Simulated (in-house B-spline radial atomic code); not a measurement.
# PBE0 excitations of Ar VII (Ar6+)

Method: PBE0. Computed with a B-spline radial code for spherical atoms: linear response of the closed shell [Ne] 3s2 with the functional's adiabatic kernel; non-relativistic, point nucleus, no spin-orbit coupling, no double excitations, S, P, D and F terms only.

Command:
```bash
python run_td.py task.json out
```
Settings (radii: box in bohr, nucleus in fm):
```
Z                        18
electrons                12
configuration            [Ne] 3s2
hamiltonian              nr
method                   pbe0
box_radius               14.35
intervals                51
```

Cost of the run: 0.5 s on 1 thread of Arm Neoverse N1, on a shared host.

The lowest states, in the order of their Tamm-Dancoff energies; the method's threshold (minus the highest occupied level) is 117.52 eV. Labels give the largest channel, * marks a mixed state, and oscillator strengths are full-response dipole values. Semilocal kernels can invert the small singlet-triplet splittings of Rydberg terms. Energies in eV:

```
     state  full response  Tamm-Dancoff  oscillator strength
3s → 3p 3P              ?             ?                    -
3s → 3p 1P         20.711        21.398                 1.16
3s → 3d 3D          37.47         37.59                    -
3s → 3d 1D          40.88         40.89                    -
3s → 4s 3S          62.82         62.82                    -
3s → 4s 1S          64.33         64.36                    -
3s → 4p 3P              ?             ?                    -
3s → 4p 1P          69.38         69.41                  0.2
3s → 4d 3D          77.06         77.07                    -
3s → 4d 1D          77.34         77.34                    -
```

**Question.** Where does 3s → 4p 3P lie?

**Answer.** At 68.83 eV in full response, 68.84 eV in Tamm-Dancoff.

**Question.** Where does 3s → 3p 3P lie?

**Answer.** At 12.880 eV in full response, 13.317 eV in Tamm-Dancoff.

**Question.** How large is the singlet-triplet splitting of 3s → 3p (P terms) in Tamm-Dancoff?

**Answer.** 8.08 eV, from the unrounded values.

**Question.** What polarisabilities and dispersion coefficient does the method give?

**Answer.** Dipole 2.087 bohr³, quadrupole 1.777 bohr⁵, C6 2.671 hartree·bohr⁶ for two such species.
